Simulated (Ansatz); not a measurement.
A geometry relaxed with PBE0-D3(BJ)/def2-TZVP in Ansatz (a quantum-chemistry and plane-wave program), charge 0, multiplicity 1:

```xyz
15

O      0.3518    -0.4768    -2.1064
Si     0.2894     2.1700    -0.0473
H     -0.2500    -0.0737    -2.7349
H     -2.1843    -0.4347     1.6729
Si    -2.0155    -0.8204     0.2450
H      0.0090     2.4114     1.3946
H      1.5322    -0.9699     2.1588
Si     0.1032    -0.1280    -0.4959
H      1.6508     2.6808    -0.3646
Si     1.7426    -1.2733     0.7162
H     -3.0894    -0.1604    -0.5505
H     -2.1836    -2.2941     0.1218
H      1.6334    -2.7432     0.5159
H     -0.6980     2.9420    -0.8542
H      3.1085    -0.8298     0.3286
```

**Question.** Write the SMILES of this molecule.

**Answer.** `O[Si]([SiH3])([SiH3])[SiH3]`
